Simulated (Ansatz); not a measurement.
Input for Ansatz (a program for electronic structure): U-BHLYP/def2-TZVPP on F2V (SMILES [F][V][F]), 2S+1 = 2, a spin state set in the input, which need not be the lowest.

Ansatz 0.2 input:
```yaml
crystal:
  periodic: [false, false, false]
  atoms:
    - {symbol: V, position_ang: [-0.00342291, 0.01995141, -0.02023895]}
    - {symbol: F, position_ang: [-0.23381029, 1.32427670, -1.19829042]}
    - {symbol: F, position_ang: [0.20406448, -1.29685651, 1.14810974]}
basis:
  gaussian:
    orbitals: def2-TZVPP
hamiltonian:
  xc: {name: BHLYP}
magnetization: {spin_polarized: true, initial_magnetization: 1}
```

Problem. Predict the final total energy.

Solution. -1143.7475 hartree. Its determinant has ⟨S²⟩ = 1.75, a mixture of spin states.

Problem. How many basis functions does it have, and what does it roughly cost on one machine?

Solution. 126 functions; roughly 80 core-seconds.
